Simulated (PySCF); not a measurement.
Two-dimensional NMR puzzle

Compound of formula C5H5ClF2. Correlations simulated from computed shifts and the bond graph:

HSQC (one-bond C–H):
```
  δH     δC
6.39  115.1
5.81  122.9
5.67   86.6
5.52  122.9
```

COSY cross peaks (H two or three bonds apart, from the bond graph; peaks can be absent where the dihedral angle is near 90°):
```
  δH    δH
5.81  5.52
```

HMBC (two and three bonds, from the bond graph):
```
  δH                         δC
6.39  158.9, 144.3, 122.9, 86.6
5.81         144.3, 115.1, 86.6
5.67        144.3, 122.9, 115.1
5.52         144.3, 115.1, 86.6
```

Carbons without hydrogens: δ 158.9, 144.3.

Computational details: σ from GIAO-PBE0/pcSseg-1, GFN2-xTB geometry, in PySCF 2.14 (rapidly exchanging positions averaged, isolated molecule, one computed conformer, non-relativistic).

Scale: TMS for 1H (σref 31.72), 13C (σref 186.93) (reference shieldings calculated alike).

Exchangeable hydrogens are left out of these lists.

Q: Assemble the structure.

A: `C=C(/C=C(/F)Cl)CF`.

Numbering as in the mapped SMILES `[CH2:1]=[C:2](/[CH:3]=[C:4](/[F:5])[Cl:6])[CH2:7][F:8]` (H(Xn): hydrogen on atom n). Ha(C1) is cis to C3; Hb(C1) is trans to C3.

1. δC 158.9 is C4, a fully substituted alkene carbon.
2. δC 144.3 is C2, a fully substituted alkene carbon.
3. δC 122.9 is C1, a terminal =CH2 carbon (δH 5.81, 5.52).
4. δC 115.1 is C3, an alkene CH (δH 6.39).
5. δC 86.6 is C7, an allylic sp3 CH2 bonded to F (δH 5.67).
6. HMBC from δH 6.39 reaches the proton-free carbons C4, C2.
7. HMBC from δH 5.81 reaches the proton-free carbon C2.
8. HMBC from δH 5.67 reaches the proton-free carbon C2.
9. HMBC from δH 5.52 reaches the proton-free carbon C2.
10. COSY links 5.81–5.52.

This is the structure that produced the data.

Carbons that carry Cl, above all several Cl atoms, come out too deshielded, partly because spin–orbit coupling is missing. Shifts are as computed. Against solution values, carbons near 30 ppm lie about +3 ppm off and those near 130 ppm about +5 ppm; carbons on Cl a further +6 ppm. Of 1211 compounds with measured shifts, 218 miss one by over three times the rms of a fit or turn the order of signals round; such compounds aren't used in these exercises.
